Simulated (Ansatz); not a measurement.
Two isomers of Cl2H4O2Si2: A = `O[SiH2][Si](O)(Cl)Cl`, B = `O[Si](Cl)(Cl)O[SiH3]`.

Gas-phase electronic energies from Ansatz, PBE0-D4/def2-TZVP geometries. CCSD(T)/CBS is the MP2 limit (def2-TZVPP, def2-QZVPP) plus CCSD(T) − MP2 in def2-TZVPP, frozen cores. Functionals use def2-TZVPP. B3LYP here is the variant with VWN-RPA as its local correlation; programs differ in this. Each species was taken in one conformer, which may not be the lowest.

A:

```xyz
10

O     0.3009    1.8976    1.2229
Si   -0.4283    0.4206    1.2460
Si    0.2283   -0.8481   -0.6091
O     0.0178    0.0936   -1.9261
Cl    2.1905   -1.4512   -0.5073
Cl   -0.8968   -2.5620   -0.7642
H     0.2183    2.4183    0.4220
H     0.0010   -0.2513    2.4935
H    -1.9140    0.5188    1.2104
H     0.2825   -0.2363   -2.7881
```

B:

```xyz
10

O    -0.896   -2.255    0.306
Si    0.040   -0.987    0.662
Cl   -0.335   -0.310    2.548
Cl    2.014   -1.491    0.585
O    -0.285    0.150   -0.411
Si    0.014    1.655   -1.004
H    -0.836   -3.035    0.859
H    -0.847    1.842   -2.194
H     1.444    1.764   -1.382
H    -0.313    2.667    0.031
```

**Question.** Which isomer does CCSD(T)/CBS put lower? Give the gap. (Best estimate.)

**Answer.** Computed: B, by 33.0 kcal/mol.

**Question.** Give E(B) − E(A) in kcal/mol with PBE0-D4, ωB97M-V, B3LYP, B3LYP-D4, PBE-D4, HF/def2-TZVPP, r2SCAN-D4. (An estimate is asked.)

**Answer.** The calculation gave: PBE0-D4 -28.7, ωB97M-V -33.3, B3LYP -31.7, B3LYP-D4 -31.9, PBE-D4 -25.6, HF/def2-TZVPP -39.5, r2SCAN-D4 -31.7. None reverses the order clearly.

Largest T1 diagnostic: 0.011.

From PBE to PBE0 (25 % exact exchange), in def2-TZVPP and without D4, E(B) − E(A) moves by −3.2 kcal/mol. In def2-TZVPP, CCSD(T) changes the Hartree–Fock value by +5.9 kcal/mol (the triples alone add +1.0 kcal/mol) and MP2 by +4.8 kcal/mol.
